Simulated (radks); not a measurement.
Results of a calculation; reference values are marked as such.
Numerical settings for the zirconium ion Zr3+, [Kr] 4d1. Code: a radial shooting solver on a logarithmic mesh with Libxc functionals. Model: Dirac Kohn-Sham, PBEsol, spin-unpolarised, spherical densities, finite nucleus; open shells fill j = l - 1/2 first; Fermi nuclear charge, rms radius 4.2694 fm. The defaults (mesh step 0.008 in ln r, mesh end at 40 bohr or more with all orbitals vanishing there, Anderson mixing 0.5 over 9 steps, residual threshold near 1e-9 with the energy settled to 1e-9 hartree or 1e-11 of itself, here a cap of 51 iterations) give E = -3595.3020 hartree and 4d3/2 at -28.245 eV in 14 iterations. Run on one thread of a shared host, so times are rough (Intel(R) Xeon(R) 6975P-C): 0.08 s of CPU time, 0.08 s wall, 14 iterations on 2189 mesh points. Changes against that run (0 stands for a change within the tolerance of the run):

setting,iterations,converged,E (mhartree),e(4d3/2) (meV),CPU (s)
mesh step in ln r 0.03,14,yes,+0.000237,0,0.03
mesh step in ln r 0.05,14,yes,+0.00151,0,0.02
mesh step in ln r 0.005,14,yes,0,0,0.13
mesh end (bohr) 20,14,yes,0,0,0.08
mesh end (bohr) 8,14,yes,+0.00355,+0.336,0.08
residual threshold 0.01,8,yes,0,-3.58,0.06
residual threshold 1e-16,51,no,0,0,0.16
mixing 0.05,18,yes,0,0,0.1
"linear mixing, mixing 0.2",51,no,0,-0.104,0.24
"linear mixing, mixing 0.5",30,yes,0,0,0.13
mixing history 20,20,yes,0,0,0.11
iteration cap 3,3,no,+11.7,-1.19e+03,0.03

No run marked as converged misses the energy by more than 1 mhartree. A mesh that ends early acts as a hard wall.
